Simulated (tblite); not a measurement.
C8H6NO (doublet state).
Cartesian coordinates in Å at the GFN2-xTB level; atoms count from 1:
```
atom  x, y, z in Å
C1    -2.2248    0.3878    0.2753
C2    -0.7533    0.1617    0.1380
C3     0.1720    0.6632    1.0345
C4     1.5316    0.4415    0.8900
C5     2.0290   -0.3077   -0.1827
O6     3.3488   -0.5454   -0.3558
C7     1.0918   -0.7937   -1.0582
C8    -0.2539   -0.5962   -0.9490
C9    -1.1553   -1.1327   -1.8973
N10   -1.8986   -1.5606   -2.6572
H11   -2.4390    0.9837    1.1592
H12   -2.7522   -0.5625    0.3551
H13   -2.6166    0.9042   -0.6008
H14   -0.1743    1.2462    1.8758
H15    2.2293    0.8493    1.6108
H16    3.8577   -0.1302    0.3508
```

Computed values, GFN2-xTB/tblite, gas phase, harmonic and unscaled. Errors from tens to a few hundred cm⁻¹ against measured bands are possible. One conformer, not necessarily the lowest. Open shells enter through the occupations alone, without spin polarisation, and single modes of such species can be off by tens of per cent.

Harmonic wavenumbers (cm⁻¹): 51.5, 105.6, 125.2, 138.3, 287.9, 311.8, 360.4, 386.5, 405.7, 410.3, 472.5, 484.4, 558.8, 580.8, 632.4, 712.5, 774.0, 793.1, 881.1, 970.9, 1002.5, 1028.8, 1095.6, 1138.0, 1176.8, 1242.6, 1281.4, 1320.3, 1405.4, 1415.9, 1458.2, 1466.5, 1472.9, 1513.0, 1621.5, 2376.1, 3004.5, 3020.3, 3042.2, 3043.0, 3080.4, 3515.9.

A = 2409, B = 1069, C = 743.8 MHz; mass 132.045 u (most abundant isotopes); point group Cs, symmetry number 1; spin multiplicity 2.

Problem. Zero-point energy?

Solution. Half the sum of the wavenumbers: 25083 cm⁻¹ = 300.06 kJ/mol.

Problem. Entropy at 400 K, 1 bar (ideal gas, RRHO, classical rotation)?

Solution. Translation 175.86, rotation 127.12, vibration 145.30, spin (R ln 2) 5.76: S = 454.0 J/(mol K).

Problem. And Cp and H(400 K) − H(0)?

Solution. Cp = 187.97 J/(mol K), of which vibrations give 154.72 (their classical limit is 42 R = 349.2); H(400 K) − H(0) = 44.59 kJ/mol without the zero-point energy, 31.28 from vibrations.

Problem. Which modes carry the vibrational entropy at 400 K?

Solution. 51.5 cm⁻¹: 22.35; 105.6 cm⁻¹: 16.41; 125.2 cm⁻¹: 15.02; 138.3 cm⁻¹: 14.21; 287.9 cm⁻¹: 8.39; 311.8 cm⁻¹: 7.78 J/(mol K); the other 36 give 61.15 together.

Problem. What must be added to the electronic energy to get the Gibbs energy at 400 K and 1 bar?

Solution. ZPE + [H(400 K) − H(0)] − T·S = 300.06 + 44.59 − 181.62 = 163.03 kJ/mol.

Problem. How do the functions run with temperature in this model?

Solution. 
```csv
T (K),S (J/(mol K)),Cp (J/(mol K)),H − H(0) (kJ/mol),G − H(0) (kJ/mol),ln q(vib)
150,322.2,91.7,9.02,-39.31,2.31
250,379.0,133.6,20.32,-74.43,4.55
298.15,404.2,152.3,27.21,-93.29,5.67
600,541.0,240.7,87.82,-236.76,12.70
900,648.6,289.0,167.96,-415.81,19.19
```

q(vib) and H(0) count from the zero-point level.

Hindered rotation and anharmonicity are outside this model. Other conformers, if any are populated, would add a mixing term that is left out.
